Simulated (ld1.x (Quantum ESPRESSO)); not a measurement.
# selenium (Se): one change to an RRKJ potential, before and after

- Element: Se
- Generator: ld1.x (Quantum ESPRESSO) 7.5
- Type: norm-conserving RRKJ (Kleinman–Bylander form)
- Functional: PBE
- Relativity: scalar-relativistic
- Frozen core: [Ar]
- Valence charge: 16
- Reference configuration: 3d10 4s2 4p3.5 (charge +0.5)
- Partial waves: 4p (bound): rc 1.70 bohr; 3d (bound): rc 0.60 bohr; 4s (bound): rc 1.40 bohr
- Local potential: the s channel
- Core correction: none

Change: all radii scaled by about 1.13 (s 1.58, p 1.92, d 0.68 bohr).

Cutoffs: the cutoffs (Ry, on a coarse ladder) from which the occupation-weighted sum of valence levels, in a spherical-Bessel basis at the reference potential, stays within 10 and 1 mRy of its value at 400 Ry; they do not see the model core or the augmentation charge, which bear on the density cutoff. Errors are all-electron minus pseudo energies relative to the spin-unpolarised reference configuration.

**Question.** Predict the effect on cutoff, ghosts and configuration errors.

**Answer.** Of the 7 tests that both files solve, the error grows in 2 and shrinks in 1 by more than 15 % and 0.3 meV (median size 2.2 → 0.9 meV); neither file shows a bound ghost.

```tsv
quantity	base	changed
cutoff, loose	over 300 Ry	over 300 Ry
cutoff, tight	over 300 Ry	over 300 Ry
loose cutoff by channel (10 mRy a level)	p 30 Ry, d over 300 Ry, s 21 Ry	p 25 Ry, d over 300 Ry, s 21 Ry
bound ghosts	none	none
error for 3d10 4s2 4p4, meV [ΔE -4.31 eV]	+0.6	+0.6
error for 3d10 4s2 4p3, meV [ΔE 6.54 eV]	-1.0	-0.9
error for 3d10 4s2 4p2, meV [ΔE 26.88 eV]	-2.2	-0.5
error for 3d9 4s2 4p5, meV [ΔE 47.36 eV]	-1496	-1449
error for 3d10 4s2 4p4.3, meV [ΔE -5.90 eV]	+0.7	+0.8
error for 3d10 4s2 4p0, meV [ΔE 99.94 eV]	+68	+92
error for 3d10 4s0 4p6, meV [ΔE 17.65 eV]	-20	-25
```
